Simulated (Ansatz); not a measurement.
**Worked example: CH5N + C2H9NSi → SiH3(CH3) + C2H8N2**

Species: CH5N (methylamine) `CN`, singlet; C2H9NSi `CCN[SiH3]`, singlet; SiH3(CH3) (methylsilane), singlet; C2H8N2 (ethylhydrazine) `CCNN`, singlet. The partners trade NH2 for SiH3: C–NH2 and N–SiH3 bonds give way to C–SiH3 and N–NH2.

Shapes, held fixed at every level: PBE0-D4/def2-TZVP. Flexible molecules stand in one conformer, not always the lowest. Programs: Ansatz 0.2.0. Electronic energies: no zero-point or thermal term.

At CCSD(T)/CBS estimate; 1 Eh = 2625.50 kJ/mol:

```
  species  energy (Eh)
     CH5N   -95.752808
  C2H9NSi  -425.313696
SiH3(CH3)  -330.739164
   C2H8N2  -190.280238
```

Work out ΔE of the reaction at this level.


1. Products less reactants: (-330.739164) + (-190.280238) − [(-95.752808) + (-425.313696)] = 0.047102 Eh = +123.7 kJ/mol.

Other levels give +107.6 (PBE-D4/def2-TZVPP) to +134.9 kJ/mol (HF/def2-TZVPP). No measured value is set beside it here. The CBS estimate extrapolates MP2 from def2-TZVPP and def2-QZVPP and adds CCSD(T) − MP2 in the triple-zeta set, cores frozen.
